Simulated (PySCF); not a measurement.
C₅H₂F₃ (charge -1).
Structure used (PBE0-D3(BJ)/def2-SVP), in Å, numbered top down from 1:
```
atom  x, y, z in Å
C1     2.6777   -1.5097    0.1022
C2     1.8700   -0.5478    0.0207
C3     1.0713    0.5955   -0.0741
C4    -0.2855    0.7375   -0.0822
C5    -1.2596   -0.3665    0.0428
F6    -2.5149    0.0871   -0.2167
F7    -1.0552   -1.3937   -0.7934
F8    -1.3277   -0.9093    1.2787
H9     1.6110    1.5557   -0.1567
H10   -0.7372    1.7298   -0.1428
```

Level of theory: PySCF, TDDFT B3LYP/def2-SVPD, vertical, gas phase, core orbitals frozen in the response.

Each state is given a Gaussian of 0.5 eV full width at half maximum, with ε(max) = 2.175×10⁸ f / Δν̃ (Δν̃ the width in cm⁻¹). The width is an assumption, not a result. The curve ends short of the highest state used, and states not computed would add to its high-energy end.

```csv
λ (nm),ε (L mol⁻¹ cm⁻¹)
273.6,9595
279.6,11337
285.6,11344
291.7,9551
297.7,6942
303.7,4481
309.7,2683
315.8,1573
321.8,985
327.8,674
333.8,490
339.8,359
345.9,254
351.9,173
357.9,112
363.9,69
370.0,42
376.0,25
382.0,15
388.0,9
394.1,6
400.1,4
406.1,3
412.1,2
418.2,1
424.2,1
430.2,1
436.2,0
442.2,0
448.3,0
454.3,0
460.3,0
466.3,0
472.4,0
478.4,0
484.4,0
```

Problem. Where are the band maxima, and which computed states make them?

Solution. 283 nm (4.39 eV), ε about 12000, made up of S3 (99%) (ε in L mol⁻¹ cm⁻¹; maxima over ε = 5, shares over 10%). The states used: S1 3.31 eV (f 0.0001); S2 3.83 eV (f 0.0087); S3 4.38 eV (f 0.212); S4 4.67 eV (f 0.0023); S5 5.05 eV (f 0.209); S6 5.13 eV (f 0.0009).

Problem. Does any computed singlet lie in the visible range?

Solution. No computed singlet lies in the visible range (380 to 750 nm); the lowest, at 375 nm, stands 0.05 eV above its violet end (3.26 eV).

Problem. What would ε be at 4.39 eV, the highest of these maxima, with half the width (0.25 eV)?

Solution. About 22800 L mol⁻¹ cm⁻¹ against 11600, a factor of about 1.97; a lone state at its own centre would give exactly 2.

Problem. Coming from long wavelengths, where does ε first pass 100 L mol⁻¹ cm⁻¹?

Solution. At about 359 nm (3.45 eV), 0.14 eV above S1.

No detachment energy is given for this anion; states above it aren't bound, and a finite basis only mimics them.

On one thread of an Intel Xeon Platinum 8488C, shared host with 192 logical CPUs at a one-minute load of 138, this took 31 s of wall time and 0.78 GiB of memory at its peak.
